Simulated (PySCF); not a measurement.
Molecule: C4H7 (charge -1, singlet). It need not be the lowest isomer of its formula. Whether it binds its extra electron was not tested at this geometry. SMILES: C(/C)=C\[CH2-]
Structure (B3LYP-D3(BJ)/def2-TZVP (Ansatz) minimum search):
```xyz
11

C     -1.9798     0.3135     0.0811
C     -0.5952     0.3355     0.2245
C      0.4166    -0.4713    -0.2720
C      1.8715    -0.1957    -0.0519
H     -2.6039     1.0206     0.6140
H     -2.4845    -0.4477    -0.5078
H     -0.2272     1.1547     0.8568
H      0.1633    -1.3068    -0.9244
H      1.9922     0.6284     0.6633
H      2.4408     0.1071    -0.9572
H      2.4412    -1.0483     0.3657
```
Charge -1, spin multiplicity 1.

Dispersion corrections to the total energy (kcal/mol) from the dftd3 and dftd4 libraries through PySCF: D3(BJ) without and D4 with the three-body term, each with the damping fitted for the functional named.

```tsv
functional	D3(BJ)	D4
B2PLYP	-3.18	-3.29
HSE06	?	-3.61
PBE	-4.27	-4.72
BLYP	-8.82	-10.68
TPSSh	?	-5.81
BHLYP	-5.40	-5.07
PW6B95	-1.91	?
```

### Question
Some entries are withheld; supply them.

### Answer

- HSE06, D3(BJ): -2.57
- TPSSh, D3(BJ): -4.77
- PW6B95, D4: -4.09
